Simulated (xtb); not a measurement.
Ge(F)(Cl)2(NH2) (Cl2FGeH2N), SMILES [NH2][Ge]([Cl])([F])[Cl]. All values are semi-empirical tight-binding results from xtb (GFN2-xTB unless named), good for trends rather than for accurate numbers. The structure is a stationary point at GFN2-xTB. The structure was generated by enumeration, and PubChem lists no compound with its InChIKey, so it may never have been made. Other conformers were not sampled.

For metal compounds this method's bond lengths and energies can be far off.

```yaml
orbital_gap: 5.37 eV
zero_point_energy: 17.6 kcal/mol
G − E(el) at 298.15 K (modified RRHO): -3.7 kcal/mol
```
